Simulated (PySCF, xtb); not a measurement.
C3H7O2, SMILES CC(O)C[O], multiplicity 2.

Coordinates come from a ωB97X-D3(BJ)/def2-SVP optimisation. The isomer is the one that the SMILES or the coordinates give; other isomers of the formula were not compared. Other conformers were not sampled.

Computed with IEF-PCM-PBE0/def2-SVP (PySCF).

The values are the electrostatic part of the solvation free energy, E(continuum) − E(gas) at the gas-phase geometry, in a cavity of scaled van der Waals radii (PySCF's table); cavitation and dispersion terms are not included. The dipole moment in vacuum is 2.03 D.

Computed values in water (ε = 78.36), cyclohexanone (ε = 15.62), acetonitrile (ε = 35.69):
```
solvent            ε  ΔG(elec) (kcal/mol)  dipole (D)
-------------  -----  -------------------  ----------
water          78.36                 -5.8        2.50
cyclohexanone  15.62                 -5.4        2.46
acetonitrile   35.69                 -5.7        2.49
```

For comparison, GFN2-xTB/ALPB(water) (xtb, at the GFN2-xTB geometry, all terms of that model) gives -7.9 kcal/mol.
